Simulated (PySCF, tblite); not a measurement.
Isomers of [C9H8]- (charge -1 and doublet state), one GFN2-xTB conformer each. Single-point energies are computed at B3LYP/pcH-1 (PySCF, gas phase, no added dispersion term), electronic only. GFN2-xTB treats the open shell by occupation alone, and not every SCF solution was tested for stability.

```json
{"SMILES": "[CH-]=[C]C(=C=C=C)/C=C\\C", "GFN2-xTB relative energy (kJ/mol)": "0.0"}
{"SMILES": "[CH-]=[C]CC#C/C=C/C=C", "GFN2-xTB relative energy (kJ/mol)": "33.1"}
```

Conformers: `[CH-:1]=[C:2][C:3](=[C:4]=[C:5]=[CH2:6])/[CH:7]=[CH:8]\[CH3:9]` (charge -1 and doublet state) with C2–C3–C7–C8 180°; `[CH-:1]=[C:2][CH2:3][C:4]#[C:5]/[CH:6]=[CH:7]/[CH:8]=[CH2:9]` (charge -1 and doublet state) with C2–C3–C4–C5 17°, C6–C7–C8–C9 -179°.

Task: What does B3LYP/pcH-1 give for the same structures?

Result: 
| SMILES | B3LYP/pcH-1 E (Eh) | B3LYP/pcH-1 (kJ/mol) | GFN2-xTB (kJ/mol) | point group |
| --- | --- | --- | --- | --- |
| [CH-]=[C]C(=C=C=C)/C=C\C | -347.65416 | 0.0 | 0.0 | – |
| [CH-]=[C]CC#C/C=C/C=C | -347.63375 | 53.6 | 33.1 | C1 |

Both levels put the same isomer lowest. 

Task: What happens when harmonic zero-point energies from GFN2-xTB frequencies are added?

Result: 
```json
{"SMILES": "[CH-]=[C]C(=C=C=C)/C=C\\C", "ZPE (kJ/mol)": "324.9", "electronic (kJ/mol)": "0.0", "with ZPE (kJ/mol)": "0.0"}
{"SMILES": "[CH-]=[C]CC#C/C=C/C=C", "ZPE (kJ/mol)": "326.8", "electronic (kJ/mol)": "53.6", "with ZPE (kJ/mol)": "55.5"}
```

The zero-point energies span 1.9 kJ/mol. The order is unchanged.
